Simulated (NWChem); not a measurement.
System: Si2H4OF2; SMILES F[SiH2]O[SiH2]F

Excerpt of the output:

```
             Northwest Computational Chemistry Package (NWChem) 7.3.0
             --------------------------------------------------------

 C1  symmetry detected

                             Geometry "geometry" -> ""
                             -------------------------

 Output coordinates in angstroms (scale by  1.889725989 to convert to a.u.)

  No.       Tag          Charge          X              Y              Z
 ---- ---------------- ---------- -------------- -------------- --------------
    1 Si                  14.0000    -0.30784616     1.54337127    -0.39083111
    2 F                    9.0000     0.95349845     1.97952848     0.52546334
    3 O                    8.0000    -0.73061236    -0.00013856    -0.00774891
    4 Si                  14.0000    -0.29795822    -1.53361279     0.40287073
    5 F                    9.0000     0.92786836    -2.00047042    -0.54564267
    6 H                    1.0000     0.11516794     1.62262824    -1.80990305
    7 H                    1.0000    -1.44664598     2.43330888    -0.06463804
    8 H                    1.0000    -1.45139970    -2.42638779     0.14236847
    9 H                    1.0000     0.17673657    -1.57658205     1.80722317

 Effective nuclear repulsion energy (a.u.)     308.6108519655

                                 NWChem DFT Module
                                 -----------------

 Summary of "ao basis" -> "ao basis" (spherical)
 ------------------------------------------------------------------------------
       Tag                 Description            Shells   Functions and Types
 ---------------- ------------------------------  ------  ---------------------
 Si                        def2-tzvp                13       37   5s5p2d1f
 F                         def2-tzvp                11       31   5s3p2d1f
 O                         def2-tzvp                11       31   5s3p2d1f
 H                         def2-tzvp                 4        6   3s1p

            General Information
            -------------------
          SCF calculation type: DFT
          Wavefunction type:  closed shell.
          No. of atoms     :     9
          No. of electrons :    58
           Alpha electrons :    29
            Beta electrons :    29
          Charge           :     0
          Spin multiplicity:     1
          Use of symmetry is: off; symmetry adaption is: off
          Maximum number of iterations: 150
          AO basis - number of functions:   191
                     number of shells:    75
          Convergence on energy requested:  1.00D-06
          Convergence on density requested:  1.00D-05
          Convergence on gradient requested:  5.00D-04

              XC Information
              --------------
                        Slater Exchange Functional  1.000 local
                      VWN V Correlation Functional  1.000 local

             Grid Information
             ----------------
          Grid used for XC integration:  medium
          Radial quadrature: Mura-Knowles
          Angular quadrature: Lebedev.
          Tag              B.-S. Rad. Rad. Pts. Rad. Cut. Ang. Pts.
          ---              ---------- --------- --------- ---------
          Si                  1.10       88          12.0       590
          F                   0.50       49          13.0       434
          O                   0.60       49           8.0       434
          H                   0.35       45          12.0       434
          Grid pruning is: on
          Number of quadrature shells:   503
          Spatial weights used:  Erf1

      Superposition of Atomic Density Guess
      -------------------------------------

 Sum of atomic energies:        -853.29052179

      Non-variational initial energy
      ------------------------------

 Total energy =    -854.451282
 1-e energy   =   -1799.087805
 2-e energy   =     636.025671
 HOMO         =      -0.393143
 LUMO         =       0.035015

------------------------------------------------------------
EAF file 0: "./job.aoints.0" size=499646464 bytes
------------------------------------------------------------
               write      read    awrite     aread      wait
               -----      ----    ------     -----      ----
     calls:      953         0         0         0         0
   data(b): 5.00e+08  0.00e+00  0.00e+00  0.00e+00
   time(s): 0.00e+00  0.00e+00  0.00e+00  0.00e+00  0.00e+00
rate(mb/s): 0.00e+00  0.00e+00
------------------------------------------------------------

     ---------------------------------------------
      Total Density - Mulliken Population Analysis
     ---------------------------------------------

    Atom       Charge   Shell Charges
 -----------   ------   -------------------------------------------------------
    1 Si  14    13.00   2.00  0.59  1.39  0.80  0.38  4.10  1.74  0.46  0.90  0.23  0.18  0.16  0.07
    2 F    9     9.53   0.77  1.20  0.61  1.02  0.31  2.37  2.36  0.88  0.00  0.01  0.00
    3 O    8     8.73   0.79  1.18  0.58  0.96  0.22  2.04  2.26  0.68  0.00  0.01  0.00
    4 Si  14    13.00   2.00  0.59  1.39  0.80  0.38  4.10  1.74  0.46  0.90  0.23  0.18  0.16  0.07
    5 F    9     9.53   0.77  1.20  0.61  1.02  0.31  2.37  2.36  0.88  0.00  0.01  0.00
    6 H    1     1.06   0.23  0.54  0.28  0.01
    7 H    1     1.05   0.23  0.54  0.28  0.01
    8 H    1     1.05   0.23  0.54  0.28  0.01
    9 H    1     1.06   0.23  0.54  0.28  0.01

   convergence    iter        energy       DeltaE   RMS-Dens  Diis-err
 ---------------- ----- ----------------- --------- --------- ---------
 d= 0,ls=0.0,diis     1   -852.3522594618 -1.16D+03  7.77D-03  3.92D+00
 d= 0,ls=0.0,diis     2   -851.9775407698  3.75D-01  6.00D-03  6.74D+00
 d= 0,ls=0.0,diis     3   -852.4654113365 -4.88D-01  1.56D-03  9.58D-01
 d= 0,ls=0.0,diis     4   -852.5334715188 -6.81D-02  5.67D-04  1.21D-02
 d= 0,ls=0.0,diis     5   -852.5348582788 -1.39D-03  1.54D-04  1.49D-03
  Resetting Diis
 d= 0,ls=0.0,diis     6   -852.5349775362 -1.19D-04  4.41D-05  4.72D-04
 d= 0,ls=0.0,diis     7   -852.5350128102 -3.53D-05  4.06D-05  5.88D-05
 d= 0,ls=0.0,diis     8   -852.5349925974  2.02D-05  2.81D-05  3.20D-04
 d= 0,ls=0.0,diis     9   -852.5350174362 -2.48D-05  3.13D-06  9.62D-07
 d= 0,ls=0.0,diis    10   -852.5350174904 -5.43D-08  1.04D-06  4.02D-07

         Total DFT energy =     -852.535017490447
      One electron energy =    -1802.234568596934
           Coulomb energy =      709.816544495969
    Exchange-Corr. energy =      -68.727845354997
 Nuclear repulsion energy =      308.610851965515

 Numeric. integr. density =       57.999977976655

                       DFT Final Molecular Orbital Analysis
                       ------------------------------------

 Vector   27  Occ=2.000000D+00  E=-3.504266D-01
              MO Center= -3.7D-01,  8.0D-02,  1.8D-02, r^2= 3.9D+00
   Bfn.  Coefficient  Atom+Function         Bfn.  Coefficient  Atom+Function
  ----- ------------  ---------------      ----- ------------  ---------------
    76      0.311615  3 O  pz                79      0.256679  3 O  pz
    43      0.180318  2 F  px               142     -0.174300  5 F  px
    82      0.153926  3 O  pz                46      0.140402  2 F  px
   145     -0.135412  5 F  px               175      0.106216  7 H  s
   181     -0.100392  8 H  s                 49      0.094719  2 F  px

 Vector   28  Occ=2.000000D+00  E=-2.982909D-01
              MO Center= -4.9D-01, -2.0D-02,  1.6D-02, r^2= 5.5D+00
   Bfn.  Coefficient  Atom+Function         Bfn.  Coefficient  Atom+Function
  ----- ------------  ---------------      ----- ------------  ---------------
    74      0.223552  3 O  px                77      0.184354  3 O  px
   181      0.141825  8 H  s                175      0.138855  7 H  s
   187     -0.139001  9 H  s                169     -0.137346  6 H  s
   182      0.128547  8 H  s                 17      0.126470  1 Si pz
   176      0.126270  7 H  s                188     -0.125705  9 H  s

 Vector   29  Occ=2.000000D+00  E=-2.923843D-01
              MO Center= -4.3D-01,  2.3D-02,  4.8D-03, r^2= 5.2D+00
   Bfn.  Coefficient  Atom+Function         Bfn.  Coefficient  Atom+Function
  ----- ------------  ---------------      ----- ------------  ---------------
    76      0.243099  3 O  pz                79      0.201831  3 O  pz
   169      0.146522  6 H  s                187     -0.146141  9 H  s
   170      0.135368  6 H  s                188     -0.135314  9 H  s
    82      0.134534  3 O  pz               175     -0.132370  7 H  s
   181      0.129360  8 H  s                176     -0.118833  7 H  s

 Vector   30  Occ=0.000000D+00  E=-3.397524D-02
              MO Center= -5.3D-01,  4.3D-02, -1.8D-03, r^2= 6.8D+00
   Bfn.  Coefficient  Atom+Function         Bfn.  Coefficient  Atom+Function
  ----- ------------  ---------------      ----- ------------  ---------------
    19      0.450646  1 Si py                73      0.441157  3 O  s
   118     -0.435782  4 Si py                18      0.293450  1 Si px
   117      0.284320  4 Si px                16      0.190090  1 Si py
   115     -0.184373  4 Si py                71      0.147924  3 O  s
    30     -0.131061  1 Si d  2              72      0.125934  3 O  s

 Vector   31  Occ=0.000000D+00  E=-2.584032D-02
              MO Center= -2.0D-01,  1.5D-01, -2.5D-02, r^2= 6.0D+00
   Bfn.  Coefficient  Atom+Function         Bfn.  Coefficient  Atom+Function
  ----- ------------  ---------------      ----- ------------  ---------------
    20      0.586114  1 Si pz               119     -0.561569  4 Si pz
   188      0.354982  9 H  s                170      0.351704  6 H  s
    18      0.342465  1 Si px                73     -0.298111  3 O  s
   117      0.252647  4 Si px                42     -0.236337  2 F  s
   141     -0.211299  5 F  s                118      0.200400  4 Si py

[...]
```

Level: LDA (Slater exchange, VWN5)/def2-TZVP. Coordinates come from a PBE0/def2-SVP optimisation.

Q: Which NWChem input produces such a log?

A: One answer among several that fit: the input that was run:
```
start job
memory heap 200 mb stack 900 mb global 1100 mb
geometry units angstroms noautoz
  Si    -0.660218    -1.439534    -0.089711
  F      0.182660    -2.039029     1.155673
  O     -0.020540     0.017765    -0.508038
  Si     0.655546     1.452926    -0.071504
  F     -0.181653     2.066500     1.170635
  H     -2.065933    -1.275134     0.352924
  H     -0.508150    -2.362572    -1.238681
  H      0.539095     2.387403    -1.215413
  H      2.052046     1.247495     0.383439
end
basis spherical
  * library def2-tzvp
end
dft
  xc slater vwn_5
  iterations 150
  semidirect filesize 400000000
  mulliken
end
task dft energy
```
